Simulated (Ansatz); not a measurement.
Total energies of (CuBr)2 ring (Cu₂Br₂) from Ansatz at r2SCAN-D4/def2-TZVPD, gas phase (1 Eh = 27.2114 eV = 2625.5 kJ/mol). The reference geometry is relaxed at r2SCAN-D4/def2-SVP.

```xyz
4

Cu   -0.320   -0.031    1.096
Br   -0.975   -1.803   -0.335
Cu    0.320    0.031   -1.096
Br    0.975    1.803    0.335
```

```csv
state,geometry,energy (Eh)
charge 0 singlet,reference,-8429.47116
charge -1 doublet,reference,-8429.50159
free Cu atom (doublet),–,-1640.46810
free Br atom (doublet),–,-2574.09289
```

Task: Work out the vertical electron affinity, to the doublet.

Result: E(charge 0 singlet) − E(charge -1 doublet) = -8429.47116 − (-8429.50159) = 0.03043 Eh = 0.83 eV.

Task: What is the binding energy per atom against free atoms?

Result: Atoms: 2 × (-1640.46810) + 2 × (-2574.09289) = -8429.12198 Eh. Binding: -8429.12198 − (-8429.47116) = 0.34918 Eh = 9.50 eV, or 2.38 eV for each of 4 atoms (no zero-point energy, no counterpoise term).

At r2SCAN-D4/def2-TZVPD the highest occupied level of the charge -1 doublet lies above zero (up to 0.92 eV). By energy differences its removal costs 0.83 eV (vertical, to the charge 0 singlet, at r2SCAN-D4/def2-TZVPD); a positive level beside a positive removal energy at the same level points to self-interaction error.
